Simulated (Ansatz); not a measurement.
Input for Ansatz (a program for electronic structure): R-CCSD(T)/aug-cc-pVDZ on BBrH2 (SMILES BBr) with ghost functions, monomers drawn apart or pushed together. The run froze 15 orbitals, filled d shells among them.

Ansatz 0.2 input:
```yaml
crystal:
  periodic: [false, false, false]
  atoms:
    - {symbol: B, position_ang: [-0.50137008, -0.65926087, 2.17377004]}
    - {symbol: Br, position_ang: [0.68957657, 0.74433087, 1.27651766]}
    - {symbol: H, position_ang: [-0.02900215, -1.75213082, 2.06341023]}
    - {symbol: H, position_ang: [-1.64117787, -0.52908528, 1.83677519]}
basis:
  gaussian:
    orbitals: aug-cc-pVDZ
    ghost_atoms:
      - {symbol: N, position_ang: [-0.64619848, -0.45041882, 4.33120049]}
      - {symbol: H, position_ang: [-1.20499270, -1.08160429, 4.90246782]}
      - {symbol: H, position_ang: [0.31874656, -0.48421773, 4.65337821]}
      - {symbol: H, position_ang: [-0.98040384, 0.50080996, 4.47094117]}
magnetization: {spin_polarized: false}
correlation: {method: ccsd_t, electrons: outside_noble_gas}
scf: {lower_state_search: off}
```

Output:

```
WARN ansatz: RAYON_NUM_THREADS=1 ignored (pool sized by the plan → 1); use --threads N
Functional definition: HF
these checks for a lower state are left out or cut short: stability, starts, cluster_reference, orbital_swaps, neighbouring_geometries, increment
integrals: 0.25 GiB planned
1169 factors; integrals over basis functions are off by at most 1.0e-3 eV
mean field: 0.39 GiB planned
mean field evaluation 1: about -70700.6636 eV, gradient 1.1e1 eV
mean field evaluation 2: about -70700.6635 eV, gradient 1.1e1 eV
mean field evaluation 4: about -70701.2927 eV, gradient 1.6e0 eV
mean field evaluation 8: about -70701.3068 eV, gradient 1.7e-3 eV
mean field -70701.30683998 eV, -2598.2251033024 hartree, gradient 9.4e-7 eV, S^2 0.000000; 0 other end points of the search recorded, 0 dependent functions left out
15 core orbitals not correlated
reference -70701.30683998 eV, -2598.2251033024 hartree; 6, 6 occupied and 106, 106 virtual orbitals, 1169 factors
second order -5.79941861 eV of doubles, -0.00000000 eV of singles
coupled cluster: 0.55 GiB planned
cycle   1  -6.33557666 eV  change   -5.4e-1 eV  update   7.1e-2
cycle   2  -6.52937898 eV  change   -1.9e-1 eV  update   2.3e-2
cycle   3  -6.57664077 eV  change   -4.7e-2 eV  update   1.5e-2
cycle   4  -6.57425049 eV  change    2.4e-3 eV  update   6.3e-3
cycle   5  -6.57254630 eV  change    1.7e-3 eV  update   2.5e-3
cycle   6  -6.57297381 eV  change   -4.3e-4 eV  update   8.2e-4
cycle   7  -6.57304685 eV  change   -7.3e-5 eV  update   2.3e-4
cycle   8  -6.57305995 eV  change   -1.3e-5 eV  update   9.0e-5
cycle   9  -6.57305652 eV  change    3.4e-6 eV  update   3.3e-5
cycle  10  -6.57304958 eV  change    6.9e-6 eV  update   1.4e-5
perturbative correction -0.20184400 eV, -0.0074176301 hartree
Total energy: -70708.08173356 eV, -2598.4740760491 hartree
Checks for a lower state left out: stability, starts, cluster_reference, orbital_swaps, neighbouring_geometries, increment
```

The calculation finished and met its thresholds.

Cost: around 11 core-seconds (rough).
